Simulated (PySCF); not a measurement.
## 2 RuH₃ → RuH₂ + RuH₄

Level: PBE0 in the def2-TZVP basis family, computed in PySCF with density fitting; scalar-relativistic core potentials for atoms from Rb on, none lighter, no spin–orbit coupling; open shells unrestricted.

| species | state and structure | E (Eh) | ZPE (kJ/mol) | H(298 K) − H(0) (kJ/mol) | S° (J/(mol K)) |
| --- | --- | --- | --- | --- | --- |
| RuH₃ | doublet, C3v, Ru–H 1.558 Å (×3); H–Ru–H 100.8° (×3) | -96.59323 | 51.4 | 10.8 | 235.4 |
| RuH₂ | triplet, C2v, Ru–H 1.559 Å (×2); H–Ru–H 75.0° | -95.99409 | 29.3 | 10.2 | 233.7 |
| RuH₄ | singlet, C4v, Ru–H 1.530 Å (×4); H–Ru–H 67.4° (×4), H–Ru–H 103.3° (×2) | -97.20793 | 77.5 | 11.3 | 233.0 |

(1) What is the electronic reaction energy?

(2) Add zero-point, thermal and entropy terms for 298.15 K and 1 bar.

Answers

(1) At PBE0/def2-TZVP, ΔE = -40.9 kJ/mol from the differences of the total energies times 2625.5, downhill. The bond broken in RuH₃ is weaker than the one that a second molecule gains.

(2) ΔZPE = 4.0 and Δ[H(298) − H(0)] = -0.1 kJ/mol give ΔH° = -37.0 kJ/mol. ΔS° = -4.1 J/(mol K), so ΔG° = -37.0 − 298.15 × (-0.0041) = -36 kJ/mol and log₁₀K = 6.3.

Open d or f shells are single determinants, so the state found may not be the ground state. The structures come from searches over a few start shapes, so lower isomers are not excluded.
